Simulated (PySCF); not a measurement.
SMILES [OH][AlH][F] (H2AlFO), singlet, B3LYP/def2-SVP optimised geometry.

```
5

Al    -0.41    -0.50     0.00
H     -1.20    -1.85     0.00
F      1.26    -0.50     0.00
O     -1.26     0.96     0.00
H     -0.89     1.85     0.00
```

Density from B3LYP/def2-TZVP in PySCF 2.14.0 at that geometry.

Minimum of the electron density along straight lines between bonded atoms, close to the bond critical point (lines longer than 1.1 times the sum of covalent radii, or with two minima, are not listed):

```json
[
 {"bond": "Al1–H2", "length / Å": "1.562", "ρ at the minimum / e bohr⁻³": "…", "∇²ρ there / e bohr⁻⁵": "…", "position (fraction from the first atom)": "0.51"},
 {"bond": "Al1–F3", "length / Å": "1.667", "ρ at the minimum / e bohr⁻³": "0.108", "∇²ρ there / e bohr⁻⁵": "0.85", "position (fraction from the first atom)": "0.44"},
 {"bond": "Al1–O4", "length / Å": "1.692", "ρ at the minimum / e bohr⁻³": "0.111", "∇²ρ there / e bohr⁻⁵": "0.80", "position (fraction from the first atom)": "0.43"},
 {"bond": "O4–H5", "length / Å": "0.961", "ρ at the minimum / e bohr⁻³": "…", "∇²ρ there / e bohr⁻⁵": "-2.40", "position (fraction from the first atom)": "0.81"}
]
```

Q: Complete the blanks.

A: 
- Al1–H2, ρ at the minimum / e bohr⁻³: 0.088
- Al1–H2, ∇²ρ there / e bohr⁻⁵: 0.21
- O4–H5, ρ at the minimum / e bohr⁻³: 0.354
